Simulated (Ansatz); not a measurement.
A nudged elastic band was laid between two geometries of C$_{3}$H$_{8}$FNSi (14 atoms, charge 0, multiplicity 1).

These are results of RHF/6-31G (Ansatz 0.2.0), not measurements.

| Property | Result |
| --- | --- |
| movable images | 7 |
| climbing image | yes |
| spring | 5.0 eV/Å² |
| optimiser | quadratic models (default) |
| start path | through a guess of the saddle point |
| force threshold | 0.05 eV/Å |
| iteration limit | 60 |
| end points | relaxed |

Image 0:

```xyz
14
Properties=species:S:1:pos:R:3
C -1.698 -0.263 -1.719
C -0.842 0.338 -0.591
Si -0.405 -0.988 0.782
F 0.994 -1.661 -0.015
C 2.165 0.237 1.591
N 0.907 0.294 1.720
H -2.621 -0.687 -1.336
H -1.966 0.485 -2.459
H -1.162 -1.053 -2.234
H -1.383 1.160 -0.121
H 0.075 0.750 -1.004
H 2.573 -0.483 0.912
H 2.826 0.881 2.142
H 0.522 0.962 2.360
```

Image 8:

```xyz
14
Properties=species:S:1:pos:R:3
C -1.879 -0.410 -1.807
C -0.858 0.507 -1.121
Si 0.231 -0.354 0.163
F 0.013 -2.004 -0.047
C 2.120 0.374 2.289
N 1.182 0.288 1.224
H -2.560 -0.854 -1.092
H -2.467 0.158 -2.519
H -1.393 -1.217 -2.337
H -1.349 1.330 -0.615
H -0.198 0.958 -1.856
H 2.304 1.407 2.556
H 3.071 -0.072 2.014
H 1.766 -0.142 3.177
```

Q: Which bonds break or form, and what moves?

A: Bonds broken: N6–H14. Bonds formed: C5–H14.

Q: Give the energies along the band, and the barrier.

A: It did not converge within its limit. The highest image is number 6 of 0 to 8, 3.03 eV above the first end and 2.35 eV above the last; the last end lies 0.68 eV above the first. The band didn't meet its force threshold, so its energies are provisional: the largest band force was still 0.17 eV/Å, and over the last iterations the top stayed at 3.03 eV. Neighbouring images lie up to 2.1 Å apart, so the band is torn or far too coarse. The orbitals stay closed-shell, which can raise the energy where a bond breaks towards radicals; this wasn't checked here. Limits of this set-up: no polarisation functions.

| image | path coordinate (Å) | energy (eV) | N6–H14 (Å) | C5–H14 (Å) |
| --- | --- | --- | --- | --- |
| 0 | 0.00 | 0.00 | 1.00 | 1.95 |
| 1 | 2.10 | 0.20 | 1.00 | 1.95 |
| 2 | 4.21 | 1.02 | 1.01 | 1.94 |
| 3 | 6.32 | 0.44 | 0.99 | 2.26 |
| 4 | 8.44 | 2.06 | 1.03 | 1.92 |
| 5 | 10.56 | 2.30 | 3.34 | 1.08 |
| 6 | 12.68 | 3.03 | 2.09 | 1.07 |
| 7 | 14.57 | 1.06 | 2.08 | 1.08 |
| 8 | 16.45 | 0.68 | 2.08 | 1.09 |

Run time: 13 min on 1 thread of Arm Neoverse V2, on a shared host, peak memory 0.17 GiB.
